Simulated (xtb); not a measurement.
W(O)2(OH) (HO3W), SMILES [O]=[W+](=[O])[OH], charge +1, multiplicity 1. All values are semi-empirical tight-binding results from xtb (GFN2-xTB unless named), good for trends rather than for accurate numbers. Coordinates come from a GFN2-xTB optimisation. The multiplicity is an assumed one; other spin states were not compared. The isomer is the one that the SMILES or the coordinates give; other isomers of the formula were not compared. One conformer was computed; it need not be the lowest.

Optimised geometry:

Bond lengths (Å): W1–O2 1.737, W1–O3 1.737, W1–O4 1.843, O4–H5 0.981. Bond angles (°): O2–W1–O3 111.8, O2–W1–O4 111.2, O3–W1–O4 111.2, W1–O4–H5 178.3.
Charge +1, spin multiplicity 1.

For metal compounds this method's bond lengths and energies can be far off.

Estimate the properties. (An estimate is asked for; the answer gives what the named calculation found.)


```
Quantity                                      Result
-------------------------------------  -------------
point group as xtb finds it                       Cs
orbital gap                                  1.92 eV
zero-point energy                       9.6 kcal/mol
G − E(el) at 298.15 K (modified RRHO)  -9.4 kcal/mol
```

Give the atomic charges and the Wiberg bond orders between heavy atoms. (The exact figures need the calculation; the answer reports its results.)

charges (e) W1 1.70, O2 -0.36, O3 -0.36, O4 -0.41, H5 0.43. Bond orders W1–O2 1.98, W1–O3 1.98, O2–O3 0.34, W1–O4 1.30.
